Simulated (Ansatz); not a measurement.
Consider the redistribution: `O[SiH2]/N=C/F` + `CC1(F)[SiH2][Se]1` → `C[SiH2]/N=C/F` + `OC1(F)[SiH2][Se]1`.

Program: Ansatz. Geometries: PBE0-D4/def2-TZVP. ΔE: electronic, gas phase. CCSD(T)/CBS adds triple-zeta CCSD(T) − MP2 to the extrapolated MP2 energy (def2 sets, frozen cores). Double bonds are as drawn, so ΔE can hold a change between cis and trans. Functionals use def2-TZVPP. B3LYP here is the variant with VWN-RPA as its local correlation; programs differ in this. For Se outer-core shells are correlated without core-valence functions, which leaves a few kJ/mol of doubt a bond. Scalar relativity is left out up to krypton. One conformer a species, not always the lowest.

| level | ΔE (kJ/mol) | difference from CCSD(T)/CBS |
| --- | --- | --- |
| PBE-D4 | 106.9 | -24.3 |
| r2SCAN-D4 | 117.0 | -14.2 |
| PBE0-D4 | 114.6 | -16.6 |
| B3LYP-D4 | 120.7 | -10.5 |
| ωB97X-V | 121.3 | -9.9 |
| ωB97M-V | 122.1 | -9.1 |
| B2PLYP | 126.3 | -4.9 |
| PBE | 106.0 | -25.2 |
| r2SCAN | 116.8 | -14.4 |
| PBE0 | 113.8 | -17.4 |
| B3LYP | 119.2 | -12.0 |
| HF/def2-TZVPP | 136.1 | 4.9 |
| MP2/def2-TZVPP | 135.8 | 4.6 |
| SCS-MP2/def2-TZVPP | 135.7 | 4.5 |
| CCSD/def2-TZVPP | 131.4 | 0.2 |
| CCSD(T)/def2-TZVPP | 128.8 | -2.4 |
| HF/def2-QZVPP | 137.3 | 6.1 |
| MP2/def2-QZVPP | 137.6 | 6.4 |
| SCS-MP2/def2-QZVPP | 137.5 | 6.3 |
| HF/CBS(def2) | 137.5 | 6.3 |
| MP2/CBS(def2) | 138.2 | 7.0 |
| CCSD/CBS(def2) | 133.8 | 2.6 |
| CCSD(T)/CBS | 131.2 | 0 |

Largest T1 diagnostic among the species: 0.013.

From PBE to PBE0 (25 % exact exchange), in def2-TZVPP and without D4, ΔE moves by +7.8 kJ/mol.
